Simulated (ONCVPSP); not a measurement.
**Potentials for Li compared**

Generated with ld1.x 7.5 (TM, RRKJ, ultrasoft, PAW), atompaw 4.2 or ONCVPSP 4.0.1. The cutoff is in Ry: for ld1.x and atompaw files where the sum of valence levels is converged to 10 mRy in a Bessel basis, for ONCV files where the hardest occupied wave has 1 mHa per electron of residual kinetic energy. The error is the largest all-electron minus pseudo excitation energy over each file’s own four to seven test configurations (ionisations up to +4, promotions, holes and added fractions of an electron), all of which were solved. The labels leave out finer settings (local radius, basis sizes, second energies), which also bear on the numbers. Spin-polarised tests are not counted. The rows are a selection from randomly drawn settings: files with unsolved tests, undetermined cutoffs or missed reference levels are left out.

| potential | cutoff (Ry) | largest error (meV) | bound ghosts |
| --- | --- | --- | --- |
| ONCV, LDA (Perdew-Zunger), non-relativistic, rc 1.35/1.05/1.05 (spd), local p, core correction no, reference 1s2 2s1, qcut 10.4/8.9/10.1, projectors 3/0/3 | 67 | +1156 | none |
| ONCV, LDA (Perdew-Zunger), scalar-relativistic, rc 0.50/0.45 (sp), local smoothed, core correction no, reference 1s2, qcut 25/14.5, projectors 2/2 | 347 | +19 | none |

(1) Fill in the row for Li: ONCV, LDA (Perdew-Zunger), scalar-relativistic, rc 1.10/1.05/0.90 (spd), local smoothed, core correction no, reference 1s2 2s1, qcut 9.6/7.8/12.5, projectors 2/1/2.

(2) Fill in the row for Li: ONCV, PBEsol, scalar-relativistic, rc 1.20/1.15/1.30 (spd), local smoothed, core correction no, reference 1s2 2s1, qcut 9.2/8.4/7.4, projectors 2/2/1.

(3) Fill in the row for Li: ONCV, PBE, scalar-relativistic, rc 0.90/0.85/0.75 (spd), local smoothed, core correction no, reference 1s2 2s1, qcut 12/10.5/15.2, projectors 3/2/2.

## Answers

(1) cutoff 75 Ry, largest error +825 meV, bound ghosts: none.

(2) cutoff 63 Ry, largest error +1203 meV, bound ghosts: none.

(3) cutoff 106 Ry, largest error +479 meV, bound ghosts: none.
